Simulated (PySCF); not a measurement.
tin monoxide cation (OSn), SMILES [O]=[Sn] (connectivity only; charge and spin as stated), charge +1, multiplicity 2. Coordinates come from a B3LYP-D3(BJ)/def2-TZVP optimisation. The spin state was assumed, not searched. The def2 effective core potentials stand for the cores of Sn; spin–orbit coupling is left out.

The numbers are results of B3LYP-D3(BJ)/def2-TZVP run with PySCF, not measurements.

Harmonic wavenumbers (cm⁻¹): 629. Rotational constants (GHz): 9.072 (linear); symmetry number 1.

Q: Work out the zero-point energy and the ideal-gas rigid-rotor harmonic-oscillator thermochemistry at 298.15 K and 1 atm.

A: ZPE = ½ Σ hcν = ½ × 629 cm⁻¹ = 0.90 kcal/mol. H − E(el) = 3.06 kcal/mol. Entropy in cal/(mol K): translation 40.61, rotation 14.96, vibration 0.40, spin 1.38, total 57.35. G − E(el) = -14.04 kcal/mol. Cp = 7.93 cal/(mol K).
